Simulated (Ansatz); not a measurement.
```xyz
11

C    -0.834   -1.238   -0.113
N    -0.069   -0.248    0.061
C    -0.475    0.858    0.903
Ga    1.876   -0.130   -0.750
F     1.774    1.655   -0.964
H    -1.807   -1.307    0.376
H    -0.514   -2.045   -0.767
H    -1.501    0.740    1.259
H     0.208    0.923    1.753
H    -0.362    1.779    0.330
H     1.705   -0.987   -2.088
```

Total charge 0; spin multiplicity 2.

(1) List the r2SCAN/def2-TZVPP orbital energies in eV (Ansatz 0.2.0). (Best estimate.)

Results:

(1) Computed: α occupied: -10121.39, -1243.50, -1099.90, -1099.88, -1099.84, -663.75, -387.36, -275.40, -274.47, -147.17, -100.00, -99.94, -99.85, -28.31, -25.84, -19.83, -19.68, -19.61, -19.56, -19.47, -19.46, -16.28, -13.79, -13.17, -12.13, -10.77, -10.61, -9.16, -8.74, -8.42, -8.12, -7.62, -4.22. α empty: -2.72, 0.16, 0.95, 1.26, 1.97, 2.29, 2.56, 2.97. β occupied: -10121.36, -1243.50, -1099.90, -1099.87, -1099.84, -663.69, -387.37, -275.35, -274.47, -147.15, -99.99, -99.89, -99.85, -28.20, -25.83, -19.78, -19.61, -19.50, -19.47, -19.42, -19.38, -16.21, -13.74, -13.13, -12.12, -10.65, -10.44, -9.07, -8.59, -8.24, -7.98, -7.34. β empty: -2.71, -1.98, 0.64, 1.24, 1.50, 2.10, 2.43, 2.93. ⟨S²⟩ = 0.756.
